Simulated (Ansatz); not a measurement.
`B[SiH2][GeH3]` + `C=N` → `B[SiH2]N=C` + GeH₄  (cleavage of the Si–Ge bond)

Isolated molecules relaxed with PBE0-D4/def2-TZVP in Ansatz; ΔE leaves out vibrations. CCSD(T)/CBS is the MP2 limit (def2-TZVPP, def2-QZVPP) plus CCSD(T) − MP2 in def2-TZVPP, frozen cores. This one scheme is used for every species. Functionals use def2-TZVPP. B3LYP here is the variant with VWN-RPA as its local correlation; programs differ in this. For Ge outer-core shells are correlated without core-valence functions, which leaves a few kJ/mol of doubt a bond. Scalar relativity is left out up to krypton. One conformer a species, not always the lowest.

CCSD(T)/CBS gives -1.1 kcal/mol.

**Question.** Another level gave -2.0 kcal/mol. Which?
A. r2SCAN0-D4/def2-TZVPP
B. CAM-B3LYP/def2-TZVPP
C. PBE/def2-TZVPP
D. B3LYP-D4/def2-TZVPP

**Answer.** D. B3LYP-D4 -2.0, PBE 1.6, r2SCAN0-D4 -0.9, CAM-B3LYP -3.7 kcal/mol.

Largest T1 diagnostic among the species: 0.013.

From BLYP to BHLYP (50 % exact exchange), in def2-TZVPP and without D4, ΔE moves by −2.4 kcal/mol. In def2-TZVPP, CCSD(T) changes the Hartree–Fock value by +5.2 kcal/mol (the triples alone add +0.5 kcal/mol) and MP2 by +3.9 kcal/mol. Leaving LDA and LC-ωPBE aside and taking each functional with its dispersion term where it has one, the values, not all of them listed here, spread over 5.2 kcal/mol, from CAM-B3LYP-D4 to PBE-D4. LDA lies −1.2 kcal/mol from PBE without D4.
